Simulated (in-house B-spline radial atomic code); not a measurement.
# RPA and G0W0 on PBE: Cu⁺

Configuration [Ar] 3d10, mean-field start PBE. Computed with a B-spline radial code for spherical atoms: all electrons, scalar-relativistic (spin-free one-electron X2C), finite nucleus, each spin shell either full or empty, empty states to l = 9 with an (l + 1/2)⁻⁴ tail; G0W0 by contour deformation at full frequency.

Command:
```bash
python run_gw.py task.json out
```
Settings (radii: box in bohr, nucleus in fm):
```
Z                        29
electrons                28
configuration            [Ar] 3d10
hamiltonian              x2c
method                   pbe,pbe
lmax                     9
rms_radius               3.8823
spin_polarised           False
box_radius               23.78
intervals                71
```

Run time, properties included: 2.2 s on 1 thread of Arm Neoverse V1, on a shared host.

Energies (hartree):

```
                                     term        value
                         mean-field total  -1654.29155
Hartree-Fock functional on these orbitals  -1652.91521
                      direct second order      -2.8517
                    second-order exchange      0.79276
                         SOSEX correction      0.68413
```

Q: What is the RPA correlation energy, and what remains with SOSEX?

A: RPA gives -2.2021 hartree (-2.14 eV per electron); RPA + SOSEX gives -1.5179, and the second-order doubles -2.0589 hartree (no singles). RPA lacks exchange-type terms and so overcorrelates at short range.

Quasi-particle levels (eV):

```csv
level,occupied,mean field,Σx - vxc,Σc,QP weight,G0W0
3d,yes,-13.659,-10.17,?,?,?
4s,no,-11.886,5.59,-1.84,0.923,-8.141
```

G0W0 = mean field + (Σx - vxc) + Σc, with Σc (partial-wave tail included) taken at the quasi-particle energy. Only the outer levels were computed. Levels of low weight are left out.

Q: Where does G0W0 put 3d?

A: At -19.879 eV, with Σc = 3.95 eV and a quasi-particle weight of 0.736. The tabulated removal energy is 20.292 eV (NIST, measured); the calculation leaves out spin-orbit coupling, Breit and QED terms, and what these don't explain is the method's own error.
